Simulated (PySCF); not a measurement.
Atoms are numbered as in `[CH:1]#[C:2][Si@@H:3]([Cl:4])[B:5]([Cl:6])[Cl:7]`. Hydrogens are named by the atom that carries them.

Geometry: PBE0-D3(BJ)/def2-SVP; GIAO shifts from PySCF 2.14.0 with density-fitted response routines, gas phase, non-relativistic, averaged over equivalent atoms.

At LDA/pcSseg-1 (157 basis functions, 17 s wall time on 1 thread of an Arm Neoverse V1, shared host):
```tsv
atoms	δ (ppm)
C1	112.8
C2	91.0
Si3	-41.9
Cl6/Cl7	458.0
Cl4	8.3
B5	72.0
H(Si3)	5.55
H(C1)	2.57
```

Shifts are taken against calculated references (same method and geometry level): 13C (σref 180.72) and 29Si (σref 318.36) and 1H (σref 30.83) vs TMS; 35Cl (σref 944.99) against HCl; 11B (σref 92.91) against BF3·OEt2.

Estimate the result of repeating the calculation with PBE0/6-311+G(2d,p).

Results:


```tsv
atoms	δ at PBE0/6-311+G(2d,p)	change
C1	105.7	-7.1
C2	83.7	-7.3
Si3	-45.4	-3.5
Cl6/Cl7	357.6	-100.4
Cl4	-3.7	-12.0
B5	68.6	-3.4
H(Si3)	5.53	-0.02
H(C1)	2.62	+0.05
```

Referencing at the same level of theory: TMS for 13C (186.44 ppm), 29Si (344.43 ppm), 1H (31.51 ppm); 35Cl (948.03 ppm) vs HCl; 11B (102.42 ppm) vs BF3·OEt2.

The largest change is at Cl6/Cl7 (chlorine bonded to B). Cost: 233 basis functions, 32 s wall time on 1 thread of an Arm Neoverse V2, shared host.
